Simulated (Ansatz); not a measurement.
A structure relaxed at PBE-D4/def2-SVPD in Ansatz, charge -3, singlet:

Cartesian coordinates in Å:
```
Zn -0.380 0.081 -1.195
S 0.925 -0.196 2.931
H 1.173 0.660 1.844
H 0.073 -0.927 2.085
Cl -1.138 0.250 -3.511
Cl 1.641 -1.439 -2.001
Cl -2.415 1.606 -0.450
Cl 1.212 1.645 -0.102
Cl -1.092 -1.681 0.400
```

**Question.** Give its formula and point group.

**Answer.** ZnH₂SCl₅³⁻. Point group C2v (tolerance 0.1 Å).

**Question.** Summarise the bond lengths by kind (pairs closer than 1.2 times the sum of covalent radii, bridged metal pairs left out).

**Answer.** 5 × Cl–Zn 2.44 to 2.65 Å; 2 × H–S 1.41 Å. The metal has 5 neighbours: Cl 2.44 Å, Cl 2.65 Å, Cl 2.65 Å, Cl 2.48 Å, Cl 2.48 Å.

A multiply charged anion in the gas phase is held together partly by the finite basis. The highest occupied level of the charge -3 singlet lies above zero (up to 4.86 eV). By energy differences it is unbound by 1.48 eV (vertical, against the charge -2 doublet, at LC-ωPBE (ω = 0.30 bohr⁻¹)/def2-SVPD) and held by the finite basis. In the singlet geometry the species has come apart into loosely held pieces.
